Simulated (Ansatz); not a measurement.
Computed with B3LYP-D3(BJ)/def2-TZVP run with Ansatz (a first-principles code). No frequencies were computed at this level.

Ansatz 0.2 input:
```yaml
crystal:
  periodic: [false, false, false]
  atoms:
    - { symbol: Cl, position_ang: [1.379438, -1.23709, 1.318293] }
    - { symbol: C, position_ang: [0.604275, -0.463797, -0.054514] }
    - { symbol: Cl, position_ang: [1.387856, -0.886883, -1.567939] }
    - { symbol: C, position_ang: [0.045877, 0.909779, 0.110524] }
    - { symbol: C, position_ang: [-0.875277, -0.273192, -0.035701] }
    - { symbol: H, position_ang: [0.142315, 1.59257, -0.719566] }
    - { symbol: H, position_ang: [0.137065, 1.374173, 1.080357] }
    - { symbol: H, position_ang: [-1.4134, -0.616978, 0.834235] }
    - { symbol: H, position_ang: [-1.408151, -0.398581, -0.965689] }
basis:
  gaussian: { orbitals: def2-tzvp }
hamiltonian:
  xc: b3lyp
  dispersion: d3bj
relax:
  max_steps: 150
```

Output:

```
Functional definition: B3LYP
1242 factors; their error is unknown
mean field evaluation 1: about -28214.8742 eV, gradient 6.0e1 eV
mean field evaluation 2: about -28204.5943 eV, gradient 8.6e1 eV
mean field evaluation 4: about -28223.1406 eV, gradient 6.7e0 eV
mean field evaluation 8: about -28223.2333 eV, gradient 2.3e-1 eV
mean field evaluation 16: about -28223.2708 eV, gradient 5.0e-4 eV
mean field -28223.27080085 eV, -1037.1860715112 hartree, gradient 2.3e-5 eV, S^2 0.000000; 0 other end points of the search recorded, 0 dependent functions left out
reference -28223.27106335 eV, -1037.1860811579 hartree; 28, 28 occupied and 163, 163 virtual orbitals, 1242 factors
relax step   1: F+E_penalty+E_count = -28223.68495569 eV  Δ(F+E_penalty+E_count) = +0.000e0 eV  max|allowed force component| = 2.803e-1 eV/Å  Δτ_max = 0.0000 Å  (31 SCF iters, accepted)
these checks for a lower state are left out or cut short: starts, cluster_reference, orbital_swaps, neighbouring_geometries, increment
1242 factors; their error is unknown
mean field -28223.27748296 eV, -1037.1863170741 hartree, gradient 7.7e-6 eV, S^2 0.000000; 0 other end points of the search recorded, 0 dependent functions left out
reference -28223.27774556 eV, -1037.1863267246 hartree; 28, 28 occupied and 163, 163 virtual orbitals, 1242 factors
relax step   2: F+E_penalty+E_count = -28223.69181099 eV  Δ(F+E_penalty+E_count) = -6.855e-3 eV  max|allowed force component| = 1.368e-1 eV/Å  Δτ_max = 0.0198 Å  (33 SCF iters, accepted)
these checks for a lower state are left out or cut short: starts, cluster_reference, orbital_swaps, neighbouring_geometries, increment
1242 factors; their error is unknown
mean field evaluation 32: about -28223.2795 eV, gradient 3.5e-4 eV
mean field -28223.27953778 eV, -1037.1863925874 hartree, gradient 7.8e-6 eV, S^2 0.000000; 0 other end points of the search recorded, 0 dependent functions left out
reference -28223.27980050 eV, -1037.1864022421 hartree; 28, 28 occupied and 163, 163 virtual orbitals, 1242 factors
relax step   3: F+E_penalty+E_count = -28223.69346538 eV  Δ(F+E_penalty+E_count) = -1.654e-3 eV  max|allowed force component| = 5.797e-2 eV/Å  Δτ_max = 0.0060 Å  (34 SCF iters, accepted)
these checks for a lower state are left out or cut short: starts, cluster_reference, orbital_swaps, neighbouring_geometries, increment
1242 factors; their error is unknown
mean field -28223.27958081 eV, -1037.1863941688 hartree, gradient 7.8e-6 eV, S^2 0.000000; 0 other end points of the search recorded, 0 dependent functions left out
reference -28223.27984345 eV, -1037.1864038207 hartree; 28, 28 occupied and 163, 163 virtual orbitals, 1242 factors
relax step   4: F+E_penalty+E_count = -28223.69356406 eV  Δ(F+E_penalty+E_count) = -9.868e-5 eV  max|allowed force component| = 3.839e-2 eV/Å  Δτ_max = 0.0039 Å  (34 SCF iters, accepted)
these checks for a lower state are left out or cut short: starts, cluster_reference, orbital_swaps, neighbouring_geometries, increment
1242 factors; their error is unknown
mean field -28223.27972589 eV, -1037.1863995004 hartree, gradient 7.8e-6 eV, S^2 0.000000; 0 other end points of the search recorded, 0 dependent functions left out
reference -28223.27998858 eV, -1037.1864091539 hartree; 28, 28 occupied and 163, 163 virtual orbitals, 1242 factors
relax step   5: F+E_penalty+E_count = -28223.69364753 eV  Δ(F+E_penalty+E_count) = -8.347e-5 eV  max|allowed force component| = 1.708e-3 eV/Å  Δτ_max = 0.0019 Å  (34 SCF iters, accepted)
1242 factors; their error is unknown
mean field evaluation 64: about -28223.2369 eV, gradient 1.6e0 eV
mean field -28223.27972589 eV, -1037.1863995004 hartree, gradient 7.8e-6 eV, S^2 0.000000; 1 other end points of the search recorded, 0 dependent functions left out
reference -28223.27998858 eV, -1037.1864091539 hartree; 28, 28 occupied and 163, 163 virtual orbitals, 1242 factors
Total energy: -28223.69391022 eV, -1037.2016204937 hartree
Atom 0 at     1.368100    -1.230635     1.337501 Å, force    -0.000733     0.000750    -0.001453 eV/Å
Atom 1 at     0.598385    -0.459276    -0.053983 Å, force     0.001708    -0.001311    -0.000154 eV/Å
Atom 2 at     1.376624    -0.876014    -1.585111 Å, force    -0.000742     0.000381     0.001586 eV/Å
Atom 3 at     0.049356     0.914524     0.111110 Å, force    -0.000026     0.001243     0.000151 eV/Å
Atom 4 at    -0.879026    -0.277730    -0.036263 Å, force    -0.001218    -0.000288    -0.000039 eV/Å
Atom 5 at     0.150219     1.588831    -0.727308 Å, force     0.000429     0.000057    -0.000205 eV/Å
Atom 6 at     0.144927     1.368686     1.087025 Å, force     0.000427     0.000006     0.000216 eV/Å
Atom 7 at    -1.406939    -0.624265     0.840681 Å, force     0.000076    -0.000445     0.000160 eV/Å
Atom 8 at    -1.401648    -0.404119    -0.973653 Å, force     0.000077    -0.000394    -0.000261 eV/Å
Dipole moment:    -0.354729     0.272264     0.032001 e Å
```

Cost: very roughly 40 core-seconds.
